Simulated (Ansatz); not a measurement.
Ansatz (an electronic-structure program) input (B3LYP-D3(BJ)/def2-TZVP):

Ansatz 0.2 input:
```yaml
crystal:
  periodic: [false, false, false]
  atoms:
    - {symbol: O, position_ang: [-1.62889045, -1.01775031, -0.08008924]}
    - {symbol: B, position_ang: [-0.56109160, -0.35403185, -0.02925950]}
    - {symbol: O, position_ang: [-0.49061897, 1.11627766, 0.09911707]}
    - {symbol: O, position_ang: [0.79429420, -0.93879264, -0.08913066]}
    - {symbol: H, position_ang: [0.42225510, 1.40489061, 0.13709547]}
    - {symbol: H, position_ang: [1.45919586, -0.24906871, -0.06592939]}
basis:
  gaussian:
    orbitals: def2-TZVP
hamiltonian:
  xc: b3lyp
  dispersion: d3bj
total_charge: -1
relax: {f_tol: 0.002, max_steps: 150}
```

End of the output:

```
710 factors; their error is unknown
mean field: 0.42 GiB planned
mean field -6857.53312583 eV, -252.0096941713 hartree, gradient 2.3e-5 eV, S^2 0.000000; 0 other end points of the search recorded, 0 dependent functions left out
the calculation of the forces begins
reference -6857.53335006 eV, -252.0097024117 hartree; 16, 16 occupied and 120, 120 virtual orbitals, 710 factors
relax step  10: F+E_penalty+E_count = -6857.65518483 eV  Δ(F+E_penalty+E_count) = -3.669e-4 eV  max|allowed force component| = 9.447e-2 eV/Å  Δτ_max = 0.0246 Å  (30 SCF iters, accepted)
these checks for a lower state are left out or cut short: starts, cluster_reference, orbital_swaps, neighbouring_geometries, increment
integrals: 0.04 GiB planned
710 factors; their error is unknown
mean field: 0.42 GiB planned
mean field -6857.53397842 eV, -252.0097255036 hartree, gradient 2.4e-5 eV, S^2 0.000000; 0 other end points of the search recorded, 0 dependent functions left out
the calculation of the forces begins
reference -6857.53420262 eV, -252.0097337428 hartree; 16, 16 occupied and 120, 120 virtual orbitals, 710 factors
relax step  11: F+E_penalty+E_count = -6857.65610579 eV  Δ(F+E_penalty+E_count) = -9.210e-4 eV  max|allowed force component| = 3.193e-3 eV/Å  Δτ_max = 0.0218 Å  (31 SCF iters, accepted)
these checks for a lower state are left out or cut short: starts, cluster_reference, orbital_swaps, neighbouring_geometries, increment
integrals: 0.04 GiB planned
710 factors; their error is unknown
mean field: 0.42 GiB planned
mean field -6857.53398100 eV, -252.0097255982 hartree, gradient 2.4e-5 eV, S^2 0.000000; 0 other end points of the search recorded, 0 dependent functions left out
the calculation of the forces begins
reference -6857.53420519 eV, -252.0097338370 hartree; 16, 16 occupied and 120, 120 virtual orbitals, 710 factors
relax step  12: F+E_penalty+E_count = -6857.65612479 eV  Δ(F+E_penalty+E_count) = -1.901e-5 eV  max|allowed force component| = 1.247e-2 eV/Å  Δτ_max = 0.0055 Å  (32 SCF iters, accepted)
these checks for a lower state are left out or cut short: starts, cluster_reference, orbital_swaps, neighbouring_geometries, increment
integrals: 0.04 GiB planned
710 factors; their error is unknown
mean field: 0.42 GiB planned
mean field evaluation 96: about -6857.5244 eV, gradient 8.7e-5 eV
mean field -6857.53398528 eV, -252.0097257554 hartree, gradient 2.4e-5 eV, S^2 0.000000; 0 other end points of the search recorded, 0 dependent functions left out
the calculation of the forces begins
reference -6857.53420948 eV, -252.0097339947 hartree; 16, 16 occupied and 120, 120 virtual orbitals, 710 factors
relax step  13: F+E_penalty+E_count = -6857.65613031 eV  Δ(F+E_penalty+E_count) = -5.519e-6 eV  max|allowed force component| = 9.229e-4 eV/Å  Δτ_max = 0.0007 Å  (33 SCF iters, accepted)
integrals: 0.04 GiB planned
710 factors; their error is unknown
mean field: 0.42 GiB planned
mean field -6857.53398528 eV, -252.0097257554 hartree, gradient 2.4e-5 eV, S^2 0.000000; 1 other end points of the search recorded, 0 dependent functions left out
the calculation of the forces begins
reference -6857.53420948 eV, -252.0097339947 hartree; 16, 16 occupied and 120, 120 virtual orbitals, 710 factors
Total energy: -6857.65635451 eV, -252.0142227419 hartree
Atom 0 at    -1.627011    -1.016426    -0.078066 Å, force    -0.000285     0.000149     0.000125 eV/Å
Atom 1 at    -0.542708    -0.342900    -0.029106 Å, force     0.000528    -0.000716    -0.000271 eV/Å
Atom 2 at    -0.479085     1.119890    -0.020787 Å, force     0.000822    -0.000812     0.000044 eV/Å
Atom 3 at     0.795254    -0.935242     0.025842 Å, force    -0.000845     0.000923     0.000058 eV/Å
Atom 4 at     0.378453     1.429145     0.283365 Å, force     0.000044    -0.000017    -0.000001 eV/Å
Atom 5 at     1.470241    -0.292942    -0.209443 Å, force    -0.000264     0.000473     0.000045 eV/Å
Dipole moment:     1.017650     0.632055     0.045840 e Å
```

It need not be the lowest isomer of its formula. Whether it binds its extra electron was not tested at this geometry.
